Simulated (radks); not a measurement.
Valence configurations of the titanium ion Ti2+ (all share [Ar]). Calculated with a radial shooting solver on a logarithmic mesh with Libxc functionals: Dirac Kohn-Sham, LDA (Slater exchange, Perdew-Wang correlation), spin-unpolarised, spherical densities, finite nucleus; open shells fill j = l - 1/2 first; Fermi nuclear charge, rms radius 3.5921 fm. Energies are relative to 3d2; eigenvalues in eV.

\begin{tabular}{lrrrr}
valence & E (eV) & e(3d3/2) & e(4p1/2) & e(4s1/2) \\ \hline
3d2 & 0.000 & -19.945 & - & - \\
3d1 4p1 & 9.175 & -26.107 & -14.969 & - \\
3d1.5 4p0.5 & 4.128 & -22.946 & -13.844 & - \\
3d1 4s1 & 4.330 & -25.122 & - & -19.255 \\
3d1 4s0.5 4p0.5 & 6.750 & -25.618 & -14.705 & -19.549 \\
3d1.5 4s0.5 & 1.806 & -22.444 & - & -18.168 \\
3d0.5 4p1.5 & 15.309 & -29.440 & -16.004 & - \\
4s1 4p1 & 17.335 & - & -16.546 & -21.834 \\
3d0.5 4s1.5 & 7.713 & -27.998 & - & -20.295 \\
4p2 & 22.647 & - & -16.991 & - \\
\end{tabular}

NIST lists [Ar] 3d2 as the ground configuration; this level of theory agrees among the configurations tried. The energies are those of spherical spin-averaged densities, not of single terms.
